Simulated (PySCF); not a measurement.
Bonds (- single, = double, # triple, : aromatic): F1-C2 1.362 Å, C2-C3 1.528 Å, C3-C4 1.448 Å, C4#N5 1.152 Å, N5-Al6 2.040 Å. C2 carries H7, H8; C3 carries H9, H10; Al6 carries H11, H12, H13. Formal charges: N5 +1, Al6 -1.

Geometry: PBE0-D3(BJ)/def2-SVP; GIAO shifts from PySCF 2.14.0 with density-fitted response routines, gas phase, non-relativistic, averaged over equivalent atoms.

At PBE0/pcSseg-0 (72 basis functions, 6.6 s wall time on 1 thread of an Arm Neoverse V1, shared host):
```csv
atoms,δ (ppm)
F1,-262.9
C4,132.1
C2,80.9
C3,22.3
N5,244.9
Al6,48.4
H7/H8,5.03
H11/H12/H13,4.81
H9/H10,3.04
```

Shifts are taken against calculated references (same method and geometry level): 19F (σ = 178.37 ppm) against CFCl3; 13C (σ = 193.52 ppm) and 1H (σ = 32.83 ppm) vs TMS; 15N (σ = 266.02 ppm) vs NH3; 27Al (σ = 475.92 ppm) against AlH4-.

What do these become at PBE0/6-311+G(2d,p)?

Results:


```json
{"atoms": "F1", "δ at PBE0/6-311+G(2d,p)": "-237.6", "change": "+25.3"}
{"atoms": "C4", "δ at PBE0/6-311+G(2d,p)": "122.5", "change": "-9.6"}
{"atoms": "C2", "δ at PBE0/6-311+G(2d,p)": "76.6", "change": "-4.3"}
{"atoms": "C3", "δ at PBE0/6-311+G(2d,p)": "18.6", "change": "-3.7"}
{"atoms": "N5", "δ at PBE0/6-311+G(2d,p)": "240.8", "change": "-4.1"}
{"atoms": "Al6", "δ at PBE0/6-311+G(2d,p)": "49.5", "change": "+1.1"}
{"atoms": "H7/H8", "δ at PBE0/6-311+G(2d,p)": "4.57", "change": "-0.46"}
{"atoms": "H11/H12/H13", "δ at PBE0/6-311+G(2d,p)": "4.19", "change": "-0.62"}
{"atoms": "H9/H10", "δ at PBE0/6-311+G(2d,p)": "2.85", "change": "-0.19"}
```

References, each an isolated molecule treated in the same way: 19F (σ = 174.75 ppm) against CFCl3; 13C (σ = 186.44 ppm) and 1H (σ = 31.51 ppm) against TMS; 15N (σ = 261.88 ppm) vs NH3; 27Al (σ = 492.48 ppm) against AlH4-.

The largest change is at F1 (fluorine on an sp3 carbon). Cost: 212 basis functions, 25 s wall time on 1 thread of an Arm Neoverse V1, shared host. The order of the carbon signals is the same at both levels.

Unscaled 19F shifts against computed CFCl3 carry errors that often reach 10 to 50 ppm. Experimental scales use liquid or dissolved standards, which lie at an offset from isolated NH3 (liquid NH3: subtract about 20 ppm). Unscaled 15N shifts of sp2 nitrogen come out 20 to 40 ppm too high even then.
